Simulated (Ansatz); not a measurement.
Program: Ansatz. Geometries: PBE0-D4/def2-TZVP. ΔE: electronic, gas phase. CCSD(T)/CBS adds triple-zeta CCSD(T) − MP2 to the extrapolated MP2 energy (def2 sets, frozen cores). Functionals use def2-TZVPP. HSE06 is defined as in plane-wave codes. For Ga outer-core shells are correlated without core-valence functions, which leaves a few kJ/mol of doubt a bond. Scalar relativity is left out up to krypton. Each species was taken in one conformer, which may not be the lowest.

`F[CH2][GaH][F]` + `O[BH][GaH2]` → `[F][GaH][GaH2]` + `OBCF`  (redistribution)

```json
{"level": "ωB97X-V", "ΔE (kJ/mol)": "-90.1"}
{"level": "revPBE", "ΔE (kJ/mol)": "-88.7"}
{"level": "r2SCAN", "ΔE (kJ/mol)": "-92.8"}
{"level": "r2SCAN0", "ΔE (kJ/mol)": "-96.5"}
{"level": "HSE06", "ΔE (kJ/mol)": "-94.5"}
{"level": "CCSD(T)/def2-SVP", "ΔE (kJ/mol)": "-95.7"}
{"level": "HF/def2-QZVPP", "ΔE (kJ/mol)": "-105.5"}
{"level": "MP2/CBS(def2)", "ΔE (kJ/mol)": "-88.0"}
```

(1) What does CCSD(T)/CBS give? (An estimate is asked.)

Largest T1 diagnostic among the species: 0.014.

## Answers

(1) Computed: -88.9 kJ/mol. The listed levels differ from it by -1.2, 0.2, -3.9, -7.6, -5.6, -6.8, -16.6, 0.9 kJ/mol.

In def2-TZVPP, CCSD(T) changes the Hartree–Fock value by +16.1 kJ/mol (the triples alone add +2.2 kJ/mol) and MP2 by +17.0 kJ/mol. From BLYP to BHLYP (50 % exact exchange), in def2-TZVPP and without D4, ΔE moves by −9.1 kJ/mol. At CCSD(T), def2-SVP lies −6.8 kJ/mol from the extrapolated value and def2-TZVPP −0.1 kJ/mol.
